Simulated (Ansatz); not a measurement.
A nudged elastic band was laid between two geometries of Cl2GaHO + H2 (7 atoms, charge 0, multiplicity 1).

The calculation used Ansatz 0.2.0, RKS PBE-D4/def2-SVP.

| Property | Result |
| --- | --- |
| movable images | 7 |
| climbing image | yes |
| spring | 5.0 eV/Å² |
| optimiser | quadratic models (default) |
| start path | through a guess of the saddle point |
| force threshold | 0.05 eV/Å |
| iteration limit | 60 |
| end points | relaxed |

Image 0:

```xyz
7
Properties=species:S:1:pos:R:3
Ga -0.009 -0.236 0.152
O 0.010 -0.608 1.903
H -0.897 -0.595 2.265
Cl 1.834 -0.332 -0.929
Cl -1.852 0.154 -0.888
H 0.357 2.391 0.665
H 0.354 2.012 1.338
```

Image 8:

```xyz
7
Properties=species:S:1:pos:R:3
Ga 0.219 0.685 -0.182
O 0.064 0.089 1.871
H -0.836 -0.310 1.799
Cl 1.785 -0.624 -0.916
Cl -1.818 -0.129 -0.472
H 0.413 2.234 -0.082
H -0.030 0.841 2.488
```

**Question.** What changes between the two ends?

**Answer.** Bonds broken: H6–H7. Bonds formed: Ga1–H6, O2–H7. Cl2GaHO + H2 becomes Cl2GaH3O.

**Question.** Give the energies along the band, and the barrier.

**Answer.** The forces met the threshold. The highest image is number 3 of 0 to 8, 66.4 kJ/mol above the first end and 119.2 kJ/mol above the last; the last end lies 52.8 kJ/mol below the first. A vibrational analysis at the climbing image gives one clearly imaginary mode, 1051i cm⁻¹: a first-order saddle point. The orbitals stay closed-shell, which can raise the energy where a bond breaks towards radicals; this wasn't checked here.

```tsv
image	path coordinate (Å)	energy (kJ/mol)	H6–H7 (Å)	Ga1–H6 (Å)	O2–H7 (Å)
0	0.00	0.0	0.77	2.70	2.70
1	0.44	3.8	0.78	2.47	2.27
2	0.88	28.8	0.81	2.13	1.81
3	1.31	66.4	1.00	1.84	1.36
4	1.68	18.2	1.37	1.68	1.06
5	2.05	-23.5	1.80	1.59	0.99
6	2.42	-40.6	2.24	1.57	0.98
7	2.79	-49.6	2.63	1.57	0.98
8	3.16	-52.8	2.96	1.56	0.98
```

**Question.** What is the geometry of the highest image?

**Answer.** 
```xyz
7
Properties=species:S:1:pos:R:3
Ga 0.082 0.248 -0.014
O 0.076 -0.042 1.901
H -0.787 -0.326 2.266
Cl 1.874 -0.339 -1.038
Cl -1.863 0.081 -0.928
H 0.271 1.897 0.779
H 0.144 1.266 1.539
```

**Question.** What are the harmonic wavenumbers there?

**Answer.** 1051i, 117, 134, 172, 301, 381, 447, 493, 590, 761, 879, 1279, 1684, 1904, 3680 cm⁻¹.

The band took 10 iterations and roughly 4 core-minutes.

The run took 120 s on 2 threads of Arm Neoverse V1, on a shared host, peak memory 0.16 GiB.
